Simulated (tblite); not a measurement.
Species: C7H12N2S.
SMILES with atom numbers: `[CH3:1][c:2]1[n:3][n:4][c:5]([C:6]([CH3:7])([CH3:8])[CH3:9])[s:10]1` (hydrogens: H11, H12, H13 on C1; H14, H15, H16 on C7; H17, H18, H19 on C8; H20, H21, H22 on C9)

Structure optimised with GFN2-xTB, isolated species.

(1) List the bond lengths, angles and torsions at this level.

Answers

(1) 
```csv
bond,length (Å)
C1–C2,1.478
C2–N3,1.282
N3–N4,1.327
N4–C5,1.281
C5–C6,1.493
"C6–C7, C6–C8, C6–C9",1.532
C5–S10,1.762
C2–S10,1.758
"C1–H11, C1–H12, C1–H13",1.088
C7–H14 and 8 like bonds,1.087
```

Bonds in one row agree within 0.01 Å and their mean is given. A selection of angles:
```csv
angle,degrees
C1–C2–N3,125.1
C1–C2–S10,122.1
N3–C2–S10,112.8
C2–N3–N4,114.4
N3–N4–C5,114.6
N4–C5–C6,125.5
N4–C5–S10,112.6
C6–C5–S10,121.9
C5–C6–C7,109.0
C7–C6–C8,110.1
C2–S10–C5,85.5
```

Torsions: N4–C5–C6–C7 0° (synperiplanar).

The C–C distances run from 1.478 Å (C1–C2, drawn single) to 1.533 Å (C6–C8, drawn single), a spread of 0.055 Å. The 5-membered ring C2–N3–N4–C5–S10 has internal angles of 85.5° to 114.6°; it is planar, 0.00 Å rms from its mean plane, widest ring torsion 0°. N4 (pyridine-type nitrogen) is bent (angle 114.6°). Of the pairs four or more bonds apart, S10···H22 is among the closest relative to their van der Waals radii: 2.88 Å, 96 % of the sum of Bondi's values.

Point group: Cs (tolerance 0.08 Å). Its GFN2-xTB frequencies are all real (lowest 23 cm⁻¹).

All values are computed, not measured.
